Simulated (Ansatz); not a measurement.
Two isomers of C4H4F6O: A = `FCC(F)C(F)(F)OC(F)F`, B = `FCC(F)(F)OCC(F)(F)F`.

Gas-phase electronic energies from Ansatz, PBE0-D4/def2-TZVP geometries. CBS: MP2 limit from def2 TZ/QZ plus the TZ coupled-cluster correction, frozen cores. Functionals use def2-TZVPP. B3LYP here is the variant with VWN-RPA as its local correlation; programs differ in this. Each species was taken in one conformer, which may not be the lowest.

**Question.** Which isomer does CCSD(T)/CBS put lower? Give the gap. (An estimate is asked.)

**Answer.** The calculation gave: B, by 29.5 kJ/mol.

**Question.** Give E(B) − E(A) in kJ/mol with PBE-D4, B3LYP-D4, CCSD/def2-TZVPP, CCSD(T)/def2-TZVPP, CCSD(T)/def2-SVP, PBE0-D4, BLYP-D4. (An estimate is asked.)

**Answer.** Ansatz gave: PBE-D4 -25.8, B3LYP-D4 -26.4, CCSD/def2-TZVPP -29.6, CCSD(T)/def2-TZVPP -28.1, CCSD(T)/def2-SVP -31.4, PBE0-D4 -28.7, BLYP-D4 -23.6. None reverses the order clearly.

Largest T1 diagnostic: 0.012.

Leaving LDA and LC-ωPBE aside and taking each functional with its dispersion term where it has one, the values, not all of them listed here, spread over 7.9 kJ/mol, from PBE-QIDH to BLYP-D4. The D4 term adds +4.7 kJ/mol with B3LYP and +2.7 kJ/mol with PBE0; it sums over pairs of atoms, weighted by their polarisabilities, and B3LYP, whose exchange is more repulsive, gets the larger term.
